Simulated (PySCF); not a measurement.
# Which determinant of TeCl lies lowest?

Unrestricted PBE0; Te cc-pVTZ-PP with ECP28, Cl cc-pV(T+d)Z; scalar-relativistic core potentials (PySCF 2.14). Outer shells of the fragments: Te 4d10 5s2 5p4; Cl 3s2 3p5.

Followed along the bond (rough minima from three points):

| 2Ms+1 | unpaired | ⟨S²⟩ at the start | R at minimum (Å) | Te (eV) |
| --- | --- | --- | --- | --- |
| 2 | π ↑ | 0.75 | 2.32 | 0.00 |
| 4 | σ ↑, π ↑↑ | 3.75 | none in the scan | ≤ 1.32 |

Solutions found at the starting distance of 2.290 Å, counted from the lowest of them; the search is not exhaustive and high or unbound solutions are not listed, so other states can lie among these:

```csv
2Ms+1,unpaired,term,E (eV),⟨S²⟩,⟨Lz²⟩,μ (D)
2,π ↑,²Π,0.00,0.75,1.01,-1.33
4,"σ ↑, π ↑↑",⁴Σ⁻,1.79,3.75,0.00,-1.69
2,"σ ↓, π ↑↑",mixed,2.32,1.76,0.00,-1.49
2,"σ ↑, π ↑↓",mixed,2.34,1.76,2.02,-1.47
2,σ ↑,mixed,3.23,0.76,2.01,-1.12
4,"σ ↑, π ↑↑",mixed,5.47,3.76,2.02,2.75
4,"σ ↑↑, π ↑",⁴Π,5.86,3.76,1.01,0.82
2,π ↑,²Π,6.16,0.77,1.01,-1.07
```

A term symbol is given only where ⟨S²⟩ and ⟨Lz²⟩ are close to those of a pure state; real π, δ and φ orbitals otherwise mix terms. A positive dipole means Te(−)Cl(+).

Spin–orbit coupling is left out. Counting both spins, an empty level lies below a filled one in some of these solutions, because spin and occupation are held.
